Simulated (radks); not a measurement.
The numbers below are computed, except where a source is named.
Problem. The mean radii <r> (bohr) of the occupied orbitals of an atom or ion are listed with their occupations. Code: a radial shooting solver on a logarithmic mesh with Libxc functionals. Model: scalar-relativistic Kohn-Sham, HCTH/407, spin-polarised, spherical densities, finite nucleus; Fermi nuclear charge, rms radius of each element as measured or else 0.836 A^(1/3) + 0.57 fm.

| orbital | occ. | <r> |
|---|---|---|
| 1s up | 1 | 0.02411 |
| 1s down | 1 | 0.02411 |
| 2s up | 1 | 0.1031 |
| 2s down | 1 | 0.1031 |
| 2p up | 3 | 0.09054 |
| 2p down | 3 | 0.09054 |
| 3s up | 1 | 0.2723 |
| 3s down | 1 | 0.2723 |
| 3p up | 3 | 0.2703 |
| 3p down | 3 | 0.2703 |
| 3d up | 5 | 0.2472 |
| 3d down | 5 | 0.2472 |
| 4s up | 1 | 0.6190 |
| 4s down | 1 | 0.6190 |
| 4p up | 3 | 0.6539 |
| 4p down | 3 | 0.6538 |
| 4d up | 5 | 0.7142 |
| 4d down | 5 | 0.7142 |
| 5s up | 1 | 1.420 |
| 5s down | 1 | 1.426 |
| 5p up | 3 | 1.598 |
| 5p down | 3 | 1.605 |
| 4f up | 1 | 0.9183 |

Name the element and its charge. Open shells, if any, are filled with parallel spins first.

Solution. Z = 59, praseodymium, charge +4: Pr4+ in [Xe] 4f1. The 1s radius gives Z: for a bare nucleus <r> = (2 gamma + 1)/(2Z) with gamma = sqrt(1 - (Z/c)^2), 0.02377 bohr for Z = 59, and screening makes it slightly larger (0.02411 here). The occupations add up to 55, and the charge is Z minus that.
